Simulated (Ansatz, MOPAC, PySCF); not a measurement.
Molecule: B₂F₃, charge 1, multiplicity 1. SMILES of the parent species: F[B]B(F)F
Structure (B3LYP-D3(BJ)/def2-TZVP (Ansatz, a first-principles code) minimum search):
```xyz
5

F      2.2747    -0.2720    -0.0184
B      1.0640    -0.1272    -0.0086
B     -0.6886     0.0823     0.0056
F     -1.1037     1.2960     0.1020
F     -1.3796    -0.9990    -0.0819
```
Charge +1, spin multiplicity 1.

Unscaled harmonic wavenumbers (cm⁻¹) in rising order, each level at the stationary point that it reaches from this structure (no distance between atoms moves by over 0.3 Å); the order of modes can differ between levels, and a negative number is imaginary. B3LYP-D3(BJ)/def2-TZVP (PySCF, at the structure above): 127, 245, 360, 467, 590, 603, 1202, 1599, 1762.

PM3 (MOPAC): 142, 251, 358, 503, 518, 611, 1339, 1814, 1832. Zero-point energy 10.5 against 9.9 kcal/mol; where all levels lie over 400 cm⁻¹, the wavenumbers are on average 1.043 times those of B3LYP-D3(BJ)/def2-TZVP.

HF/6-31G* (Ansatz): 147, 273, 384, 502, 633, 642, 1281, 1730, 1849. Zero-point energy 10.6 against 9.9 kcal/mol; where all levels lie over 400 cm⁻¹, the wavenumbers are on average 1.069 times those of B3LYP-D3(BJ)/def2-TZVP.

B3LYP/6-31G* (Ansatz): 121, 243, 363, 465, 588, 609, 1208, 1630, 1755. Zero-point energy 10.0 against 9.9 kcal/mol; where all levels lie over 400 cm⁻¹, the wavenumbers are on average 1.004 times those of B3LYP-D3(BJ)/def2-TZVP.
